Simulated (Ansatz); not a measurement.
Reaction (redistribution): `N[SiH2][InH2]` + `C[O][AlH][SeH]` → `N[SiH2][AlH][SeH]` + `C[O][InH2]`

Calculated with Ansatz (gas phase, PBE0-D4/def2-TZVP geometries, no zero-point term in ΔE). CCSD(T)/CBS is the MP2 limit (def2-TZVPP, def2-QZVPP) plus CCSD(T) − MP2 in def2-TZVPP, frozen cores. DFT in def2-TZVPP. B3LYP here is the variant with VWN-RPA as its local correlation; programs differ in this. Elements past krypton have def2 core potentials. For In, Se outer-core shells are correlated without core-valence functions, which leaves a few kJ/mol of doubt a bond. Scalar relativity is left out up to krypton. One conformer a species, not always the lowest.

`N[SiH2][InH2]`:

```xyz
9

N     0.995    1.367   -0.266
Si    0.781   -0.332   -0.033
In   -1.705   -0.807    0.423
H     0.315    1.880   -0.803
H     1.919    1.745   -0.406
H     1.637   -0.736    1.119
H     1.238   -1.193   -1.174
H    -2.925    0.335   -0.047
H    -2.256   -2.259    1.187
```

`C[O][AlH][SeH]`:

Cartesian coordinates in Å:
```
C -0.188 1.386 -0.325
O -0.213 0.527 0.773
Al 0.017 -1.105 1.092
Se 0.543 -2.587 -0.614
H 0.591 2.143 -0.194
H 0.006 0.861 -1.269
H -1.149 1.902 -0.418
H -0.131 -1.615 2.570
H 0.524 -1.512 -1.616
```

`N[SiH2][AlH][SeH]`:

```xyz
10

N    -0.426    0.379    1.929
Si   -0.043   -0.965    0.899
Al    0.326   -0.347   -1.457
Se    0.086    1.945   -1.786
H    -1.306    0.852    1.788
H     0.298    1.055    2.116
H    -1.165   -1.943    1.007
H     1.177   -1.615    1.459
H     0.684   -1.229   -2.729
H     0.371    1.868   -3.225
```

`C[O][InH2]`:

Z-matrix (Å, degrees):
```
C
O 1 1.398
H 1 1.101 2 113.8
H 1 1.098 2 110.4 3 120.7
H 1 1.098 2 110.4 3 -120.7
In 2 1.987 1 123.8 3 0.4
H 6 1.713 2 112.1 1 -0.0
H 6 1.703 2 111.6 1 180.0
```

**Question.** Is it downhill or uphill in electronic energy at CCSD(T)/CBS, and by how much? (Estimate.)

**Answer.** The calculation gave: Uphill: ΔE = +1.24 eV.

**Question.** What do these levels give: PBE-D4, ωB97X-V, ωB97M-V, B3LYP, MP2/def2-TZVPP, HF/def2-QZVPP? (Estimate.)

**Answer.** The calculation gave: PBE-D4 1.11, ωB97X-V 1.27, ωB97M-V 1.36, B3LYP 1.29, MP2/def2-TZVPP 1.34, HF/def2-QZVPP 1.43 eV.

Largest T1 diagnostic among the species: 0.017.

From PBE to PBE0 (25 % exact exchange), in def2-TZVPP and without D4, ΔE moves by +0.12 eV. In def2-TZVPP, CCSD(T) changes the Hartree–Fock value by −0.16 eV (the triples alone add −0.05 eV) and MP2 by −0.09 eV.
